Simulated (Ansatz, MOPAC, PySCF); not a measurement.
Energy landscape of H₂B (cation, charge +1), singlet: symmetric bend, bond length relaxed. Scanned: H-B-H angle. Other coordinates (B-H bond length) were minimised at B3LYP/def2-TZVP.

- PM7, restricted, heats of formation (MOPAC)
- CCSD(T)/aug-cc-pVDZ = CCSD(T) on RHF/aug-cc-pVDZ, frozen core (Ansatz, a first-principles code)
- RHF/def2-SVP (PySCF)

Energies in kcal/mol, each method relative to its own lowest point.

```csv
a / °,PM7,CCSD(T)/aug-cc-pVDZ,RHF
180,0.0,0.0,0.0
172.22,(withheld),0.5,0.5
160.68,1.8,2.9,3.0
147.77,5.0,8.1,8.5
139.96,(withheld),12.5,13.2
129.50,12.2,20.1,21.2
118.19,(withheld),30.6,32.3
107.84,(withheld),42.4,44.8
101.55,(withheld),50.7,53.7
89.36,35.0,69.5,73.8
79.93,39.5,86.7,92.2
71.98,42.0,102.9,109.8
```

Problem. Some entries are withheld; supply them.

Solution. 
- 172.22, PM7: 0.3
- 139.96, PM7: 7.7
- 118.19, PM7: 18.1
- 107.84, PM7: 24.1
- 101.55, PM7: 27.9

The scan ran from 180.0 to 60.0; beyond the range shown the relaxed coordinates jump or full CI changes its symmetry label.
